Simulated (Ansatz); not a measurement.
Steps of a relaxation of CH$_{6}$ClFO$_{2}$Si$_{2}$ (`CO[SiH](F)O[SiH2]Cl`) with RKS PBE0-D4/def2-TZVP.

```sh
$ ansatz run in.yaml --threads 2 --pin off --events-out ev --progress --plain --max-ram 32768MiB --backend cuda --devices 0, --max-vram 18GiB
```

```yaml
crystal:
  periodic: [false, false, false]
  atoms:
    - {symbol: C, position_ang: [1.709350, -0.957860, -0.876110]}
    - {symbol: O, position_ang: [1.198450, -1.026060, 0.427010]}
    - {symbol: Si, position_ang: [0.483860, 0.070140, 1.349910]}
    - {symbol: F, position_ang: [-0.017050, -0.819990, 2.573290]}
    - {symbol: O, position_ang: [-0.827460, 0.743590, 0.688060]}
    - {symbol: Si, position_ang: [-2.138620, 0.887810, -0.240430]}
    - {symbol: Cl, position_ang: [-1.563320, 0.729820, -2.156360]}
    - {symbol: H, position_ang: [0.962020, -0.566620, -1.569370]}
    - {symbol: H, position_ang: [2.591940, -0.315940, -0.906630]}
    - {symbol: H, position_ang: [1.987370, -1.968980, -1.174190]}
    - {symbol: H, position_ang: [1.289730, 1.173680, 1.812040]}
    - {symbol: H, position_ang: [-2.608450, 2.240110, 0.013800]}
    - {symbol: H, position_ang: [-3.067810, -0.189670, 0.058980]}
basis:
  gaussian: {orbitals: def2-TZVP}
hamiltonian: {xc: pbe0, dispersion: d4}
relax: {f_tol: 0.005, max_steps: 150}
```

Positions (Å) and forces (eV/Å) along the path, 11 of 35 steps:

```xyz
13
step=1 energy=-36216.1103 eV
C     1.709   -0.958   -0.876    0.044    0.077   -0.066
O     1.198   -1.026    0.427    0.156   -0.098   -0.059
Si    0.484    0.070    1.350   -0.918   -0.663    0.385
F    -0.017   -0.820    2.573    0.144    0.344    0.034
O    -0.827    0.744    0.688    0.312   -0.094    0.092
Si   -2.139    0.888   -0.240    0.384    0.105    0.706
Cl   -1.563    0.730   -2.156    0.100   -0.055   -0.970
H     0.962   -0.567   -1.569    0.002   -0.030   -0.097
H     2.592   -0.316   -0.907    0.109    0.000   -0.096
H     1.987   -1.969   -1.174    0.034    0.030   -0.082
H     1.290    1.174    1.812    0.506    0.276    0.203
H    -2.608    2.240    0.014   -0.444    0.343   -0.079
H    -3.068   -0.190    0.059   -0.427   -0.235    0.029
13
step=7 energy=-36216.2317 eV
C     1.711   -0.929   -0.859   -0.009   -0.009   -0.009
O     1.060   -1.121    0.380    0.002    0.007   -0.001
Si    0.469    0.030    1.346   -0.009    0.003   -0.019
F    -0.082   -0.724    2.623   -0.005   -0.005    0.015
O    -0.760    0.842    0.664    0.009    0.012    0.003
Si   -2.119    0.893   -0.222    0.013   -0.013   -0.001
Cl   -1.654    0.666   -2.209   -0.003    0.003    0.004
H     1.046   -0.454   -1.586    0.005   -0.001   -0.001
H     2.611   -0.318   -0.744    0.001    0.005    0.001
H     2.002   -1.908   -1.240    0.004    0.004    0.006
H     1.483    1.011    1.763   -0.005   -0.009   -0.001
H    -2.736    2.223   -0.058   -0.001    0.000   -0.003
H    -3.031   -0.210    0.143   -0.001    0.002    0.006
13
step=8 energy=-36216.2322 eV
C     1.715   -0.924   -0.860    0.013    0.011   -0.005
O     1.025   -1.132    0.357    0.018    0.066   -0.030
Si    0.462    0.027    1.333   -0.061   -0.021   -0.018
F    -0.125   -0.725    2.598    0.016    0.010   -0.014
O    -0.740    0.887    0.653    0.028   -0.035   -0.002
Si   -2.114    0.898   -0.214    0.023   -0.003    0.015
Cl   -1.679    0.632   -2.203   -0.004   -0.012    0.022
H     1.066   -0.456   -1.607    0.022   -0.017    0.031
H     2.603   -0.297   -0.714   -0.057   -0.034   -0.002
H     2.036   -1.897   -1.235   -0.007    0.022    0.019
H     1.505    0.969    1.768   -0.015   -0.006   -0.008
H    -2.745    2.224   -0.075    0.001    0.004    0.006
H    -3.010   -0.205    0.199    0.022    0.015   -0.015
13
step=12 energy=-36216.2337 eV
C     1.733   -0.907   -0.873    0.022   -0.005   -0.032
O     1.024   -1.128    0.328    0.007    0.002    0.006
Si    0.448    0.001    1.329   -0.004   -0.024    0.005
F    -0.152   -0.792    2.561    0.006    0.018    0.003
O    -0.741    0.881    0.661    0.003    0.006   -0.003
Si   -2.118    0.918   -0.200   -0.026    0.001   -0.016
Cl   -1.712    0.513   -2.173   -0.009    0.006    0.034
H     1.069   -0.519   -1.652    0.031   -0.009    0.019
H     2.562   -0.205   -0.726   -0.033   -0.026   -0.013
H     2.143   -1.864   -1.203   -0.020    0.050    0.016
H     1.486    0.931    1.802   -0.011   -0.010   -0.001
H    -2.678    2.284   -0.131    0.017   -0.034   -0.002
H    -3.065   -0.113    0.277    0.017    0.024   -0.014
13
step=16 energy=-36216.2332 eV rejected
C     1.756   -0.869   -0.882    0.006    0.000    0.023
O     1.066   -1.144    0.322    0.010    0.013   -0.007
Si    0.440   -0.049    1.330    0.015    0.011   -0.007
F    -0.192   -0.867    2.528    0.006   -0.010   -0.018
O    -0.730    0.837    0.636   -0.032   -0.007   -0.012
Si   -2.120    0.929   -0.200   -0.067    0.010   -0.022
Cl   -1.801    0.325   -2.143   -0.032    0.030    0.127
H     1.064   -0.526   -1.656    0.011   -0.007    0.003
H     2.534   -0.110   -0.736   -0.027   -0.029   -0.001
H     2.232   -1.793   -1.214   -0.013    0.025    0.003
H     1.450    0.881    1.860   -0.006   -0.004   -0.003
H    -2.547    2.347   -0.234    0.027   -0.099   -0.015
H    -3.152    0.040    0.389    0.103    0.066   -0.073
13
step=18 energy=-36216.2345 eV rejected
C     1.750   -0.876   -0.880   -0.002   -0.003    0.012
O     1.060   -1.141    0.325    0.006    0.011   -0.004
Si    0.443   -0.038    1.331   -0.009    0.000   -0.004
F    -0.183   -0.852    2.535    0.007   -0.002   -0.010
O    -0.733    0.845    0.641    0.000   -0.006    0.005
Si   -2.119    0.925   -0.200    0.000    0.020   -0.008
Cl   -1.781    0.363   -2.147   -0.016   -0.004    0.036
H     1.063   -0.518   -1.652    0.004   -0.001    0.000
H     2.542   -0.133   -0.734   -0.007   -0.008   -0.001
H     2.206   -1.807   -1.217   -0.003    0.005    0.001
H     1.457    0.893    1.850   -0.003   -0.001   -0.002
H    -2.571    2.331   -0.218    0.002   -0.020   -0.001
H    -3.132    0.009    0.366    0.023    0.008   -0.026
13
step=19 energy=-36216.2347 eV
C     1.749   -0.878   -0.879   -0.004   -0.003    0.011
O     1.057   -1.139    0.325    0.003    0.007   -0.002
Si    0.443   -0.035    1.331   -0.006    0.001   -0.004
F    -0.181   -0.848    2.537    0.004   -0.003   -0.006
O    -0.733    0.848    0.643    0.000    0.001    0.002
Si   -2.119    0.927   -0.200   -0.002   -0.006    0.001
Cl   -1.778    0.371   -2.147   -0.003    0.004    0.010
H     1.064   -0.517   -1.652    0.000    0.000   -0.001
H     2.544   -0.140   -0.734   -0.001   -0.002    0.000
H     2.200   -1.812   -1.216    0.000    0.000   -0.001
H     1.459    0.896    1.846   -0.001    0.000    0.000
H    -2.580    2.328   -0.209    0.003   -0.006   -0.005
H    -3.125   -0.002    0.354    0.006    0.005   -0.003
13
step=21 energy=-36216.2348 eV
C     1.758   -0.861   -0.882   -0.003   -0.010    0.002
O     1.072   -1.142    0.321    0.001    0.018    0.000
Si    0.439   -0.052    1.330   -0.010   -0.016    0.002
F    -0.197   -0.884    2.518    0.007    0.007   -0.010
O    -0.730    0.834    0.636    0.004    0.001    0.005
Si   -2.119    0.930   -0.200   -0.012    0.006   -0.002
Cl   -1.817    0.286   -2.126   -0.009    0.005    0.024
H     1.067   -0.505   -1.651   -0.001    0.000    0.000
H     2.542   -0.111   -0.733    0.002    0.002    0.002
H     2.224   -1.784   -1.227   -0.001    0.001    0.000
H     1.443    0.877    1.872   -0.003   -0.002    0.000
H    -2.527    2.348   -0.261    0.004   -0.023   -0.005
H    -3.155    0.065    0.403    0.018    0.012   -0.018
13
step=22 energy=-36216.2349 eV
C     1.758   -0.860   -0.883   -0.003   -0.009    0.001
O     1.072   -1.142    0.321    0.001    0.016    0.001
Si    0.439   -0.052    1.330   -0.009   -0.016    0.002
F    -0.197   -0.884    2.518    0.007    0.006   -0.009
O    -0.730    0.834    0.636    0.004    0.002    0.006
Si   -2.119    0.930   -0.200   -0.009    0.005    0.001
Cl   -1.818    0.284   -2.125   -0.005    0.000    0.011
H     1.067   -0.503   -1.651   -0.001    0.001    0.000
H     2.543   -0.111   -0.732    0.003    0.002    0.002
H     2.223   -1.784   -1.228   -0.001    0.000    0.000
H     1.443    0.877    1.873   -0.002   -0.002    0.000
H    -2.526    2.348   -0.263    0.002   -0.013   -0.002
H    -3.155    0.066    0.403    0.013    0.008   -0.011
13
step=33 energy=-36216.2352 eV
C     1.771   -0.831   -0.891    0.000    0.000    0.000
O     1.086   -1.134    0.307    0.000    0.001    0.000
Si    0.431   -0.073    1.332   -0.001   -0.001    0.000
F    -0.223   -0.937    2.486    0.000    0.000   -0.001
O    -0.728    0.828    0.638    0.001    0.001    0.000
Si   -2.117    0.933   -0.197    0.001   -0.001    0.001
Cl   -1.866    0.140   -2.073    0.000    0.000   -0.001
H     1.081   -0.452   -1.649    0.000    0.000    0.000
H     2.562   -0.092   -0.726    0.000    0.000    0.000
H     2.226   -1.751   -1.258    0.000    0.000    0.000
H     1.419    0.845    1.918    0.000    0.000    0.000
H    -2.456    2.360   -0.357    0.000    0.001    0.000
H    -3.187    0.164    0.470   -0.001    0.000    0.001
13
step=35 energy=-36216.2353 eV
C     1.773   -0.823   -0.892    0.000   -0.002    0.001
O     1.089   -1.134    0.305    0.000    0.002   -0.002
Si    0.429   -0.078    1.332    0.000   -0.001    0.001
F    -0.230   -0.949    2.478    0.000    0.000    0.000
O    -0.726    0.827    0.637   -0.001    0.001   -0.003
Si   -2.115    0.933   -0.197   -0.003   -0.004   -0.003
Cl   -1.878    0.103   -2.059    0.001    0.003    0.005
H     1.082   -0.436   -1.647    0.000    0.000    0.000
H     2.566   -0.087   -0.722    0.000    0.000    0.000
H     2.226   -1.741   -1.268    0.000    0.001    0.000
H     1.415    0.836    1.928    0.000    0.000    0.000
H    -2.438    2.361   -0.382    0.001   -0.004    0.001
H    -3.193    0.188    0.486    0.003    0.004    0.000
```

Hardware: 2 threads of an AMD EPYC 7R13 on a shared host and a share of an NVIDIA H100 80 GB. Wall time 84 s, peak host memory 0.94 GiB.
